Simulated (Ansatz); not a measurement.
C3H8N, SMILES C[C](N)C, multiplicity 2.

The structure is a stationary point at ωB97X-D3(BJ)/def2-SVP. The isomer is the one that the SMILES or the coordinates give; other isomers of the formula were not compared. The values are those of a single conformer.

Two levels are set side by side: PBE/def2-SVPD (Ansatz, a program for electronic structure) and PBE0/def2-SVPD (Ansatz). Energy differences of separate SCF runs at the same geometry; the states with an electron removed or added have multiplicity 1 and 1. Differences are taken from unrounded values.

```csv
quantity,PBE0,PBE,PBE minus PBE0
vertical ionisation energy (eV),6.09,5.94,-0.15
```
